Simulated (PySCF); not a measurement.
EuH: f occupation and spin

Unrestricted PBE0; basis Eu x2c-SVPall, H x2c-SVPall; spin-free X2C with a Gaussian nucleus; PySCF 2.14. The search starts from ions with several 4f fillings and holds each by maximum overlap.

The lowest solution has 2Ms+1 = 9, about 7.0 4f electrons, near 2.11 Å.

The lowest solution of each spin and filling, followed along the bond (rough minima from three points):

```json
{"2Ms+1": "9", "4f population": "7.00", "⟨S²⟩ at the start": "20.01", "R at minimum (Å)": "2.11", "Te (eV)": "0.00"}
{"2Ms+1": "7", "4f population": "6.99", "⟨S²⟩ at the start": "12.99", "R at minimum (Å)": "2.12", "Te (eV)": "0.24"}
```

Solutions at the starting distance of 1.830 Å, counted from the lowest; the search is not exhaustive:

```
2Ms+1  4f population  E (eV)   ⟨S²⟩  ⟨Lz²⟩  μ (D)
    9           7.00    0.00  20.01    0.0  -2.90
    7           6.99    0.24  12.99    0.0  -2.62
    9           6.96    1.56  20.01    4.0  -4.45
    9           6.97    1.56  20.01    1.0  -2.22
    7           6.99    1.96  13.01    1.0  -1.25
    7           6.98    2.03  13.01    4.0  -4.43
    7           6.08    3.06  12.03    4.0  -1.59
    9           6.03    3.40  20.01    5.0  -2.04
    7           6.05    3.43  12.02    9.0  -1.62
    9           6.02    3.75  20.01   10.0  -2.03
```

Partly filled real f orbitals mix terms, so no term symbols are given. A positive dipole means Eu(−)H(+).

Spin–orbit coupling is left out. Counting both spins, an empty level lies below a filled one in some of these solutions, because spin and occupation are held. The state is the lowest single determinant that the PBE0 search found; with open d or f shells the true ground state can be another one.
